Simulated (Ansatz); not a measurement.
Tuning the range parameter of LC-ωPBE so that −HOMO meets the ionisation energy; basis def2-TZVPD, Ansatz. System: the cluster SnF₃⁻ (the lowest singlet isomer of a short search). Total charge -1; singlet. Geometry: PBE-D4/def2-TZVPD. The ionised state is a doublet.

Geometry of the singlet:

```csv
atom,x (Å),y (Å),z (Å)
Sn1,-0.3348,-0.4328,-0.5600
F2,-0.1002,-1.1638,1.3241
F3,1.5723,0.2459,-0.7653
F4,-1.1373,1.3507,0.0011
```

In the def2 sets Sn takes a core potential; there is no spin–orbit coupling. The structure comes from a short search, and lower isomers may exist.

```csv
ω (1/bohr),HOMO (eV),LUMO (eV),vertical IE (eV),HOMO + IE (eV)
0.1,-2.82,4.63,4.48,1.66
0.15,-3.39,5.00,4.52,1.13
0.3,-4.49,5.41,4.67,0.18
```

Q: Estimate the row for 0.2 bohr⁻¹.

A: 
| ω (1/bohr) | HOMO (eV) | LUMO (eV) | vertical IE (eV) | HOMO + IE (eV) |
| --- | --- | --- | --- | --- |
| 0.2 | -3.84 | 5.22 | 4.57 | 0.73 |

Q: Where does the tuning condition hold?

A: Not within the range that was run.
